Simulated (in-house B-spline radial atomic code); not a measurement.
The numbers below are computed, except where a source is named.
Weak and strong correlation along the adiabatic connection

Two-electron singlets in several external potentials (atomic units), by full CI in B-splines with partial waves to l = 8 (correlation energies up to 0.6 % small). The repulsion is scaled by λ at fixed density; W(λ) is the mean repulsion less the Hartree energy, W(0) = E_x, and the area under W from 0 to 1 is E_xc.

Relative drop (W(λ) − E_x)/E_x:

```tsv
system	λ = 0.12	λ = 0.25	λ = 0.4	λ = 0.6	λ = 0.8	λ = 1
ω²r²/2 − Z/r, ω = 0.467, Z = 0.7	0.0172	0.0342	0.0520	0.0731	0.0917	0.1081
−Z/r, Z = 8.6, wall at 3.28 bohr	0.0022	0.0045	0.0071	0.0106	0.0140	0.0173
−V exp(−r²/w²), V = 20.4, w = 4.78	0.0136	0.0274	0.0421	0.0600	0.0762	0.0908
−Z/r, Z = 0.569, wall at 6.75 bohr	0.0342	0.0649	0.0941	0.1253	0.1502	0.1705
−Z exp(−kr)/r, Z = 4.13, k = 1.75	0.0059	0.0122	0.0192	0.0281	0.0367	0.0449
−V exp(−r²/w²), V = 18.2, w = 11.3	0.0217	0.0428	0.0644	0.0893	0.1106	0.1289
−Z/r, Z = 1.12	0.0268	0.0523	0.0779	0.1068	0.1309	0.1514
```

(1) Order the systems by how far second-order (GL2) theory, half the initial slope (estimated from the first points of each curve), overshoots the correlation energy, least first.
A. −V exp(−r²/w²), V = 18.2, w = 11.3
B. −V exp(−r²/w²), V = 20.4, w = 4.78
C. −Z/r, Z = 0.569, wall at 6.75 bohr
D. −Z/r, Z = 8.6, wall at 3.28 bohr
E. −Z exp(−kr)/r, Z = 4.13, k = 1.75
F. ω²r²/2 − Z/r, ω = 0.467, Z = 0.7
G. −Z/r, Z = 1.12

(2) What else changes along this order?

## Answers

(1) D (GL2/E_c = 1.03), E (GL2/E_c = 1.08), B (GL2/E_c = 1.19), F (GL2/E_c = 1.25), A (GL2/E_c = 1.31), G (GL2/E_c = 1.37), C (GL2/E_c = 1.53).

(2) The ratio follows the bend of the curve. With it the leading natural occupation goes from 1.999 to 1.903 and −T_c/E_c from 0.97 to 0.66 between the first and the last.
